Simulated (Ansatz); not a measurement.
F$_{3}$Ga, triplet, geometry from GFN2-xTB (such geometries of metal compounds can be far from the true shape) (a higher spin typed on purpose: for a closed-shell molecule this is an excited state), atoms displaced at random by about 0.05 Å a coordinate. Base run: B3LYP/def2-SVP (Ansatz, a quantum-chemistry and plane-wave program).

Ansatz was given this input:
Ansatz 0.2 input:
```yaml
crystal:
  periodic: [false, false, false]
  atoms:
    - {symbol: Ga, position_ang: [-0.16733870, -0.07226781, 0.17855793]}
    - {symbol: F, position_ang: [-1.70671812, -1.22723731, -0.05542868]}
    - {symbol: F, position_ang: [0.66656920, 1.59997071, -0.83149124]}
    - {symbol: F, position_ang: [1.83657459, -0.10484271, 0.32003009]}
basis:
  gaussian:
    orbitals: def2-SVP
hamiltonian:
  xc: b3lyp
magnetization: {spin_polarized: true, initial_magnetization: 2}
relax: {}
```

The base run was repeated with changes; each row names its change, and settings that it needs were set with it.

```
change                          ΔE vs base (kcal/mol)  optimiser steps  core-seconds (rough)
------------------------------  ---------------------  ---------------  --------------------
base                                            0.000                8                    30
relax = max_displacement: 0.5                   0.000                8                    40
relax = escape_saddle: false                    0.000                8                    30
relax = f_tol: 0.05                             0.003                6                    30
relax = f_tol: 0.1                              0.003                6                    20
relax = f_tol: 0.0005                           0.000               10                    40
relax = max_displacement: 0.02                  0.000               31                    80
```
